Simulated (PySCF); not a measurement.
# Relaxation of singlet Li₂Cl₂

Level of theory: PySCF, PBE0, basis Li def2-TZVP, Cl def2-TZVP (no relativity, density fitting). A (50,194) grid was used.

A hand-made rhombic ring start, of D2h symmetry, held to at least that symmetry:

```xyz
4
charge 0 multiplicity 1, angstrom
Li    1.6772    0.0000    0.0000
Li   -1.6772    0.0000    0.0000
Cl    0.0000    1.7985    0.0000
Cl    0.0000   -1.7985    0.0000
```

Question: What forces act on the atoms at the start (eV/Å)?

Answer: 
| atom | Fx | Fy | Fz |
| --- | --- | --- | --- |
| Li1 | -1.35 | 0.00 | 0.00 |
| Li2 | 1.35 | 0.00 | 0.00 |
| Cl3 | 0.00 | -0.74 | 0.00 |
| Cl4 | 0.00 | 0.74 | 0.00 |

Question: What does it relax to?

Answer: It ends at D2h with Li–Cl 2.189 Å (×4); Cl–Li–Cl 108.2° (×2), Li–Cl–Li 71.8° (×2) (after a last refinement on a finer grid). A frequency run shows a minimum.

Question: How much energy is released, and in how many steps?

Answer: 61.2 kJ/mol in 5 steps.

The relaxation took 7.9 s on 2 threads of a shared Intel Xeon Platinum 8488C (Sapphire Rapids) host, with 102 basis functions and 6 gradients.
